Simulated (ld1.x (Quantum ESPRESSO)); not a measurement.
Before and after: TM semilocal potential for In (Z = 49)

indium (In), norm-conserving Troullier–Martins (semilocal form), made with ld1.x (Quantum ESPRESSO) 7.5 (LDA (PZ), scalar-relativistic). Core [Kr] 4d10, reference 5s1 5p0 (charge +2). Waves: 5s (bound): rc 1.95 bohr; 5d channel at 0.25 Ry: rc 1.75 bohr; 5p (bound, empty): rc 1.70 bohr. Local part: the p channel. Core correction: a·sin(br)/r model core, default radius (core density twice the valence density).

Change: wave 5s (bound): rc 1.95 bohr becomes 5s (bound): rc 1.50 bohr.

Cutoffs: the cutoffs (Ry, on a coarse ladder) from which the occupation-weighted sum of valence levels, in a spherical-Bessel basis at the reference potential, stays within 10 and 1 mRy of its value at 400 Ry; they do not see the model core or the augmentation charge, which bear on the density cutoff. Errors are all-electron minus pseudo energies relative to the spin-unpolarised reference configuration.

How do hardness, ghosts and transferability respond?

The potential gets harder (10 Ry and 25 Ry → 35 Ry and 110 Ry); of the 9 tests that both files solve, the error grows in 1 and shrinks in 1 by more than 15 % and 0.3 meV (median size 79.9 → 70.1 meV); neither file shows a bound ghost. A smaller radius makes the pseudo-wave follow the all-electron one further in, where it bends more sharply, so more plane waves are needed. A semilocal file is local in each channel, so a ghost entry of none says nothing of the separable form that plane-wave codes build from it.

```tsv
quantity	base	changed
cutoff, loose	10 Ry	35 Ry
cutoff, tight	25 Ry	110 Ry
bound ghosts	none	none
error for 5s2 5p1, meV [ΔE -25.26 eV]	-136	-116
error for 5s2 5p0, meV [ΔE -19.66 eV]	-80	-70
error for 5s2 5p0.5, meV [ΔE -23.21 eV]	-114	-98
error for 5s0 5p3, meV [ΔE -13.09 eV]	-9.2	-8.3
error for 5s1 5p1, meV [ΔE -12.97 eV]	-29	-25
error for 5s2 5p1.3, meV [ΔE -25.84 eV]	-142	-120
error for 5s1 5p2, meV [ΔE -19.32 eV]	-60	-52
error for 5s1 5p0 (spin-polarised), meV [ΔE -0.22 eV]	+21	+26
error for 5s2 5p1 (spin-polarised), meV [ΔE -25.37 eV]	-134	-114
```

Base: The cutoffs count occupied waves only; the empty 5p level needs 40 Ry at the loose tolerance.
